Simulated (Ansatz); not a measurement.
Input file for Ansatz (an electronic-structure program): R-CCSD(T)/cc-pVDZ on Br2 (SMILES BrBr).

Ansatz 0.2 input:
```yaml
crystal:
  periodic: [false, false, false]
  atoms:
    - {symbol: Br, position_ang: [0.00000000, 0.00000000, -1.15786810]}
    - {symbol: Br, position_ang: [-0.00000000, -0.00000000, 1.15786810]}
basis:
  gaussian:
    orbitals: cc-pVDZ
magnetization: {spin_polarized: false}
correlation: {method: ccsd_t, electrons: outside_noble_gas}
scf: {lower_state_search: off}
```

Program output:

```
WARN ansatz: RAYON_NUM_THREADS=1 ignored (pool sized by the plan → 1); use --threads N
Functional definition: HF
these checks for a lower state are left out or cut short: stability, starts, cluster_reference, orbital_swaps, neighbouring_geometries, increment
integrals: 0.03 GiB planned
632 factors; integrals over basis functions are off by at most 1.2e-3 eV
mean field: 0.14 GiB planned
mean field evaluation 1: about -139995.6756 eV, gradient 9.0e0 eV
mean field evaluation 2: about -139995.6779 eV, gradient 9.0e0 eV
mean field evaluation 4: about -139995.9407 eV, gradient 5.8e-1 eV
mean field evaluation 8: about -139995.9426 eV, gradient 9.7e-7 eV
mean field -139995.94261154 eV, -5144.7559983160 hartree, gradient 6.9e-7 eV, S^2 0.000000; 0 other end points of the search recorded, 0 dependent functions left out
28 core orbitals not correlated
reference -139995.94261154 eV, -5144.7559983160 hartree; 7, 7 occupied and 19, 19 virtual orbitals, 632 factors
second order -6.23449178 eV of doubles, -0.00000000 eV of singles
coupled cluster: 0.06 GiB planned
cycle   1  -6.67562039 eV  change   -4.4e-1 eV  update   5.1e-2
cycle   2  -6.82829380 eV  change   -1.5e-1 eV  update   1.7e-2
cycle   3  -6.84083277 eV  change   -1.3e-2 eV  update   4.6e-3
cycle   4  -6.84095486 eV  change   -1.2e-4 eV  update   1.5e-3
cycle   5  -6.84073502 eV  change    2.2e-4 eV  update   5.1e-4
cycle   6  -6.84073440 eV  change    6.2e-7 eV  update   1.6e-4
cycle   7  -6.84076342 eV  change   -2.9e-5 eV  update   5.0e-5
cycle   8  -6.84076357 eV  change   -1.6e-7 eV  update   1.3e-5
perturbative correction -0.14429944 eV, -0.0053029067 hartree
Total energy: -140002.92767455 eV, -5145.0126946471 hartree
Checks for a lower state left out: stability, starts, cluster_reference, orbital_swaps, neighbouring_geometries, increment
```

The run converged.

Cost: very roughly 0.5 core-seconds.
